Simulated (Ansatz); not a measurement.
```xyz
14

C    -0.640   -0.308    1.430
N    -0.326    0.150    0.089
C    -1.517    0.525   -0.649
Mo    1.459    0.213   -0.577
O     1.906   -1.489   -1.238
S     2.751    0.750    1.001
S     1.539    1.629   -2.136
H    -1.300   -1.183    1.384
H     0.263   -0.581    1.973
H    -1.155    0.483    1.988
H    -2.055    1.317   -0.115
H    -1.261    0.882   -1.643
H    -2.187   -0.337   -0.745
H     2.523   -2.052   -0.763
```

The species carries charge 0 and has multiplicity 1. Mo takes the def2 core potential.

Q: List the r2SCAN/def2-TZVPP orbital energies in eV (Ansatz). (Best estimate.)

A: Computed: Occupied: -2408.79, -2408.71, -516.35, -386.47, -274.33, -274.26, -213.24, -213.16, -157.25, -157.23, -157.19, -157.17, -157.14, -157.11, -70.47, -43.58, -43.52, -43.51, -26.03, -24.26, -19.12, -17.34, -17.02, -16.50, -13.10, -12.72, -12.33, -12.27, -10.50, -10.00, -9.83, -9.69, -9.20, -8.41, -8.35, -7.61, -7.48, -7.02, -6.29, -6.15. Lowest empty: -3.51, -2.88, -2.08, -1.57, -1.57, 0.04, 0.90, 1.49.
